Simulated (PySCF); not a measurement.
A species of formula C2H7FOSi2 has this rotational fingerprint, computed with PySCF 2.14.0, PBE0-D3(BJ)/def2-SVP geometry optimisation, gas phase:

```
Rotational constants : A = 2652, B = 2442, C = 1576 MHz
Dipole components    : |μa| = 1.08 D, |μb| = 0.45 D, |μc| = 0.99 D
Inertial defect      : -76.75 u·Å²
κ                    : 0.61
```

Task: Which structure is it? (One computed conformer of each.)
A. `[OH:1][Si@@H:2]1[CH2:3][SiH2:4][C@@H:5]1[F:6]` with H–O1–Si2–C3 115°, O1–Si2–C3–Si4 -87°, Si2–C3–Si4–C5 -18°, C3–Si4–C5–F6 134°, O1–Si2–C5–Si4 94°
B. `[F:1][Si@H:2]1[CH2:3][CH2:4][SiH2:5][O:6]1` with F1–Si2–C3–C4 88°, Si2–C3–C4–Si5 33°, C3–C4–Si5–O6 -26°, C4–Si5–O6–Si2 7°
C. `[OH:1][Si@H:2]1[CH2:3][Si@@H:4]([F:5])[CH2:6]1` with H–O1–Si2–C3 -49°, O1–Si2–C3–Si4 96°, Si2–C3–Si4–F5 -90°, C3–Si4–C6–Si2 -20°, O1–Si2–C6–Si4 -96°

Result: A. It is O[Si@@H]1C[SiH2][C@@H]1F, an asymmetric top, point group C1. The candidates at the same level (rigid rotor, commonest isotopes):

```csv
SMILES,A (MHz),B (MHz),C (MHz),μa (D),μb (D),μc (D),Δ (u·Å²),point group,rotor
O[Si@@H]1C[SiH2][C@@H]1F,2652,2442,1576,1.08,0.45,0.99,-76.75,C1,asymmetric top
O[Si@H]1C[Si@@H](F)C1,3551,1848,1692,0.66,1.38,0.00,-117.22,Cs,asymmetric top
F[Si@H]1CC[SiH2]O1,3874,1926,1562,1.31,2.01,0.69,-69.29,C1,asymmetric top
```

`O[Si@H]1C[Si@@H](F)C1` has A 34 % too high; `F[Si@H]1CC[SiH2]O1` has A 46 % too high. No structure here is proved a minimum.
